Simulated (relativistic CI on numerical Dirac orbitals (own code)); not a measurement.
## Calculated levels, Tb⁵⁴⁺

Computed by Dirac-Coulomb-Breit CI, separate exchange-only KLI orbitals for each configuration, a model potential for QED, unscaled Slater integrals (own radial code, finite nucleus).

Configuration list (outside the closed core [Ne]): 3s, 3p, 3d, 4s, 4p, 4d, 4f, 5s, 5p, 5d, 5f, 5g, 6s, 6p, 6d, 7s, 7p. Levels of other configurations are missing.

The lowest level is 3s ²S1/2, with 100 % of that term; Hund's rules for 3s give ²S with J = 1/2, in agreement.

| No. | Configuration | Term | J | E (Ry) | % | Next component (%) | Landé g | Lifetime (s) |
| --- | --- | --- | --- | --- | --- | --- | --- | --- |
| 1 | 3s | ²S | 1/2 | 0.000 | 100 |  | 1.988 |  |
| 2 | 3p | ²P° | 1/2 | 9.636 | 100 |  | 0.652 | 2.96e-11 |
| 3 | 3p | ²P° | 3/2 | 24.581 | 100 |  | 1.323 | 1.68e-12 |
| 4 | 3d | ²D | 3/2 | 36.294 | 100 |  | 0.789 | 1.84e-12 |
| 5 | 3d | ²D | 5/2 | 39.708 | 100 |  | 1.191 | 8.40e-12 |
| 6 | 4s | ²S | 1/2 | 174.602 | 100 |  | 1.995 | 3.02e-14 |
| 7 | 4p | ²P° | 1/2 | 178.588 | 100 |  | 0.658 | 2.48e-14 |
| 8 | 4p | ²P° | 3/2 | 184.695 | 100 |  | 1.328 | 3.53e-14 |
| 9 | 4d | ²D | 3/2 | 189.137 | 100 |  | 0.794 | 1.59e-14 |
| 10 | 4d | ²D | 5/2 | 190.616 | 100 |  | 1.195 | 1.55e-14 |
| 11 | 4f | ²F° | 5/2 | 192.969 | 100 |  | 0.852 | 7.42e-15 |
| 12 | 4f | ²F° | 7/2 | 193.612 | 100 |  | 1.138 | 7.58e-15 |
| 13 | 5s | ²S | 1/2 | 252.324 | 100 |  | 1.998 | 3.75e-14 |
| 14 | 5p | ²P° | 1/2 | 254.328 | 100 |  | 0.661 | 3.10e-14 |
| 15 | 5p | ²P° | 3/2 | 257.399 | 100 |  | 1.330 | 4.21e-14 |
| 16 | 5d | ²D | 3/2 | 259.573 | 100 |  | 0.796 | 2.15e-14 |
| 17 | 5d | ²D | 5/2 | 260.336 | 100 |  | 1.197 | 2.13e-14 |
| 18 | 5f | ²F° | 5/2 | 261.499 | 100 |  | 0.853 | 1.40e-14 |
| 19 | 5f | ²F° | 7/2 | 261.830 | 100 |  | 1.140 | 1.43e-14 |
| 20 | 5g | ²G | 7/2 | 261.990 | 100 |  | 0.885 | 2.52e-14 |
| 21 | 5g | ²G | 9/2 | 262.186 | 100 |  | 1.108 | 2.54e-14 |
| 22 | 6s | ²S | 1/2 | 293.545 | 100 |  | 1.999 | 5.25e-14 |
| 23 | 6p | ²P° | 1/2 | 294.689 | 100 |  | 0.663 | 4.35e-14 |
| 24 | 6p | ²P° | 3/2 | 296.445 | 100 |  | 1.332 | 5.76e-14 |
| 25 | 6d | ²D | 3/2 | 297.672 | 100 |  | 0.797 | 3.14e-14 |
| 26 | 6d | ²D | 5/2 | 298.114 | 100 |  | 1.198 | 3.15e-14 |
| 27 | 7s | ²S | 1/2 | 317.994 | 100 |  | 2.000 | 7.31e-14 |
| 28 | 7p | ²P° | 1/2 | 318.707 | 100 |  | 0.664 | 6.25e-14 |
| 29 | 7p | ²P° | 3/2 | 319.803 | 100 |  | 1.332 | 8.04e-14 |

Energies count from the lowest computed level; ° marks odd parity; lifetimes are radiative, by E1, M1, E2, M2 decay to levels of this space only.

The mean weight of the leading LS term, summed over parents, in these 29 levels is 100 %, and that of the leading jj configuration (from the same eigenvectors) 100 %.

At this charge energies of transitions that change n are usually good to better than 1 %, and those within a shell (Δn = 0) to a few per cent.
